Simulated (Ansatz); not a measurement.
Te3Pt2. Charge 0, multiplicity 1. Geometry PBE-D4/def2-SVP, basis def2-TZVP, Ansatz.

```xyz
5

Pt   -1.016   -0.079   -1.821
Pt   -2.042    0.111    0.506
Te    1.297   -0.742   -1.288
Te    1.852    1.152    0.695
Te   -0.090   -0.442    1.908
```

| run | HOMO (eV) | LUMO (eV) |
| --- | --- | --- |
| A | -5.35 | -4.01 |
| B | -4.80 | -4.30 |
| C | -5.72 | -3.65 |
| D | -4.98 | -4.30 |
| E | -4.93 | -4.14 |
| F | -5.85 | -3.67 |

In the def2 sets Pt, Te take a core potential; there is no spin–orbit coupling. HSE06 is defined as in plane-wave codes, on full-range PBE exchange. No other spin state of charge 0 was run. Another isomer (singlet) lies 0.58 eV lower at PBE0-D4/def2-TZVP; other spin states weren't run for this one.

The runs used B97M-V, HSE06, PBE, PBE0, r2SCAN, r2SCAN0. Estimate which is which.

A HSE06 (range-separated); B PBE (0 % exact exchange); C PBE0 (25 % exact exchange); D r2SCAN (0 % exact exchange); E B97M-V (0 % exact exchange); F r2SCAN0 (25 % exact exchange). Exact exchange lowers occupied and raises empty levels; among semilocal functionals meta-GGAs tend to open the gap a little, and such runs are hard to tell apart. The gap grows from 0.50 eV (PBE) to 2.18 eV (r2SCAN0). The restricted singlet is unstable towards broken spin symmetry in Hartree–Fock (as tested in another run); at HSE06-D4/def2-TZVP, PBE-D4/def2-TZVP, PBE0-D4/def2-TZVP, r2SCAN-D4/def2-TZVP and others this wasn't settled.
